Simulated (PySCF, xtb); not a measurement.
CHF2, SMILES F[CH]F (connectivity only; charge and spin as stated), charge +1, multiplicity 1.

Harmonic wavenumbers (cm⁻¹) from GFN2-xTB in xtb at its own minimum, in rising order: 576, 858, 1111, 1327, 1551, 2794.

Task: What does B3LYP-D3(BJ)/def2-TZVP in PySCF 2.14.0 give at its own minimum? (The exact figures need the calculation; the answer reports its results.)

Result: 668, 1083, 1315, 1387, 1633, 3129. Paired by order, the mean absolute difference is 166 cm⁻¹ and the zero-point energies are 11.7 and 13.2 kcal/mol.
